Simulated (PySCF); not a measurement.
# Ruthenium: a sound run and one with changed settings

Sound run: Ru [Kr] 4d7 5s1, Ru⁺ [Kr] 4d7. Computed with PySCF 2.14 in def2-TZVP with the def2 core potential (28 electrons) (6s4p3d1f, 40 functions), with scalar relativity through the core potential. The sound run starts from symmetry-adapted Hartree-Fock orbitals and uses a fine grid where one is needed.

Changed run: 6 angular points. This setting is unsound on purpose.

```csv
species,method,sound run (hartree),changed run (hartree),converged
Ru,UHF,-94.12114,-94.12114,yes
Ru,M06-L,n/a,-100.34615,yes
Ru,B3LYP,-94.83863,-97.74862,yes
Ru⁺,UHF,-93.88957,-93.88957,yes
Ru⁺,M06-L,-94.59091,-100.05149,yes
Ru⁺,B3LYP,-94.55860,-97.43258,yes
```

Ionisation energy of Ru:

| method | sound run (eV) | changed run (eV) |
| --- | --- | --- |
| UHF | 6.301 | 6.301 |

A coarse angular grid integrates products of high-l functions wrongly, so density functionals can shift, and the SCF can exploit the error; Hartree-Fock and MP2 need no grid.

For comparison, NIST gives 7.361 eV between the lowest levels.
